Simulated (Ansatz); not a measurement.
Ideal-gas functions of `[Cl][Zn][Cl]` at 400 K and 1 bar, from an Ansatz frequency run at PBE0-D4/def2-TZVP.

Molar mass 136.3 g/mol, point group D∞h (symmetry number 2), electronic degeneracy 1, moments of inertia 307.795 u Å². Harmonic wavenumbers (cm⁻¹, unscaled): 106, 106, 355, 509.

Use S(trans) = R[1.5 ln M + 2.5 ln T − 1.1517]; rotational temperatures θ = 24.2544 K / I; S(rot) = R[ln(T/σθ) + 1]; for each mode x = 1.438777 ν̃/T, S = R[x/(eˣ − 1) − ln(1 − e⁻ˣ)] and H = RT x/(eˣ − 1); 1 cm⁻¹ = 0.0119627 kJ/mol; R = 8.31446 J/(mol·K).

Q: By hand: the entropy, in J/(mol·K).

A: Translation 176.3. Rotation: θ = 0.0788 K, giving 73.5. Vibration, mode by mode: 16.38, 16.38, 6.82, 4.36, in all 43.9. Electronic 0.0. Sum 293.7 J/(mol·K).

Q: By hand: H − E and G − E in kJ/mol, counted from the electronic energy.

A: Zero-point energy ½ × 1076 × 0.0119627 = 6.4; thermal vibration 8.3; translation, rotation and pV give 3.5 RT = 11.6. H − E = 26.3 kJ/mol, and G − E = 26.3 − 400 × 293.7/1000 = -91.2 kJ/mol.

Vibration gives 15 % of the entropy, 32.8 J/(mol·K) of it from the modes under 150 cm⁻¹: soft modes count most, and the harmonic formula is weakest for them.
